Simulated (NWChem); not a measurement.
GeH2I2; SMILES [I][GeH2][I]

```xyz
5

Ge     0.0000     0.0000    -1.0602
I     -2.0688     0.0000     0.3654
I      2.0688     0.0000     0.3654
H      0.0000     1.2832    -1.9001
H      0.0000    -1.2832    -1.9001
```
Atoms are numbered in this order, from 1.

Level: PBE0/def2-SVP with def2 effective core potentials on I (NWChem), optimised geometry, unscaled harmonic frequencies. def2 effective core potentials on I; no spin-orbit coupling.

Question: List the harmonic frequencies with IR intensities, and the thermochemistry.

Answer: 
| frequency (cm⁻¹) | IR intensity (km/mol) |
|---|---|
| 73 | 0.3 |
| 234 | 7.0 |
| 269 | 45.9 |
| 445 | 4.3 |
| 621 | 0.0 |
| 728 | 234.6 |
| 842 | 106.5 |
| 2172 | 57.8 |
| 2188 | 64.3 |

```
Property                                                                           Result
-----------------------------------------------------------------------  ----------------
zero-point energy                                                           10.8 kcal/mol
thermal correction to the enthalpy at 298.15 K (with zero-point energy)     14.7 kcal/mol
heat capacity Cv                                                         15.2 cal/(mol K)
entropy at 298.15 K and 1 atm (symmetry number 2)                        81.5 cal/(mol K)
```

Rigid rotor and harmonic oscillator; modes under 100 cm⁻¹ make the entropy uncertain.
